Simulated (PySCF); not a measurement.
# One molecule, several mistakes: B2H2NO cation

All numbers below are calculated, not measured. They come from PySCF 2.14.0, an open-source quantum chemistry program, on an isolated molecule that a program drew, which may never have been made. The molecule is B2H2NO cation (charge +1, singlet), drawn as the SMILES string `B=N[B+]O`.

Each row is a Hartree-Fock (HF) and frozen-core CCSD(T) single point in the cc-pVDZ basis, meant for a local HF minimum. Run 1 is clean. Each other run has one planted mistake out of seven kinds, and not every kind appears here: one electron removed, one electron added, multiplicity raised by two, geometry at a saddle point, minimal basis STO-3G, one bond length entered in bohr, all coordinates scaled. The reference is restricted for singlets and unrestricted otherwise, and also for a bond in bohr. Adding or removing an electron swaps singlet and doublet. Electrons count all cores. HOMO and LUMO are orbital energies over both spins, the gradient is its largest component, and the lowest frequency (negative if imaginary) is given only where the gradient is small. Bond lengths are over the 5 bonds as drawn. T1 is the CCSD diagnostic: over 0.02 (restricted) or 0.045 (unrestricted) a single reference is doubtful.

Geometry of the clean run:
```xyz
6
B2H2NO cation, angstrom
B    -1.6845    0.3011    0.6068
N    -0.4862    0.3729    1.0308
B     0.7470    0.4263    1.4431
O     1.9601    0.4303    1.7922
H    -2.7842    0.2354    0.2179
H     2.3639    0.9333    2.4945
```

| run | electrons | basis functions | <S^2> | HOMO (eV) | LUMO (eV) | gradient (hartree/bohr) | lowest frequency (cm^-1) | mean bond (Å) | longest bond (Å) | T1 | HF (hartree) | CCSD(T) (hartree) | mistake |
|---|---|---|---|---|---|---|---|---|---|---|---|---|---|
| 1 | 26 | 66 | 0.000 | -19.08 | -3.32 | 1.8e-05 | 126 | 1.1917 | 1.301 | 0.0168 | -179.70015 | -180.19848 | no fault |
| 2 | 27 | 66 | 0.816 | -4.85 | 3.32 | 8.1e-02 | - | 1.1917 | 1.301 | 0.0210 | -179.84894 | -180.36727 | one electron added |
| 3 | 26 | 22 | 0.000 | -17.50 | -1.05 | 2.7e-02 | - | 1.1917 | 1.301 | 0.0249 | -177.38563 | -177.60353 | minimal basis STO-3G |
| 4 | 26 | 66 | 0.000 | -18.09 | -3.73 | 8.0e-02 | - | 1.3014 | 1.421 | 0.0211 | -179.64166 | -180.16266 | all coordinates scaled |
| 5 | 25 | 66 | 0.762 | -27.92 | -15.56 | 1.5e-01 | - | 1.1917 | 1.301 | 0.0337 | -179.07179 | -179.52644 | ? |
| 6 | 26 | 66 | 2.014 | -12.21 | -7.87 | 1.5e-01 | - | 1.1917 | 1.301 | 0.0234 | -179.48714 | -179.95614 | ? |

**Which mistake was planted in run 5, and what did it cost?**

It counts 25 electrons, one fewer than the clean run, at the same geometry and basis. So the mistake is: one electron removed. Subtracting run 1 and multiplying by 627.51 kcal/mol a hartree, the energy moved by 394.3 kcal/mol in HF and 421.7 kcal/mol in CCSD(T).

**Which mistake was planted in run 6, and what did it cost?**

Electrons, basis and geometry are unchanged, and <S^2> is 2.014, beside S(S+1) = 2.00 for a multiplicity of 3. So the mistake is: multiplicity raised by two. Subtracting run 1 and multiplying by 627.51 kcal/mol a hartree, the energy moved by 133.7 kcal/mol in HF and 152.1 kcal/mol in CCSD(T).

Cautions from the logs. Run 3: T1 is over the limit, so its CCSD(T) energy is less reliable; run 4: T1 is over the limit, so its CCSD(T) energy is less reliable.
